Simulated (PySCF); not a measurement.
**How methods differ on the ionisation energy of Tl**

Tl [Xe] 4f14 5d10 6s2 6p1 (2P) → Tl⁺ [Xe] 4f14 5d10 6s2 (1S), as a difference of total energies. All numbers are calculated (PySCF 2.14, the spin-free X2C one-electron Hamiltonian (Gaussian nucleus), in x2c-TZVPPall with one added diffuse shell each of s, p, d, f type (12s8p7d4f, 99 functions)). Correlated levels: valence and next inner shell: [Kr] 4d10 4f14 frozen. The calculations carry no spin-orbit coupling.

```
                                method  ionisation energy (eV)
                                   UHF                   5.000
    MP2 (valence and next inner shell)                   5.265
SCS-MP2 (valence and next inner shell)                   5.179
   CCSD (valence and next inner shell)                   5.262
CCSD(T) (valence and next inner shell)                   5.286
```

Q: How much does correlation contribute at CCSD(T) (valence and next inner shell)?

A: 5.286 − (5.000) = 0.286 eV, measured against UHF.

Errors of the correlated levels include the incompleteness of this basis and the frozen core.

For comparison: 5.464 eV (measured; NIST levels, between the centres of gravity of the two terms).
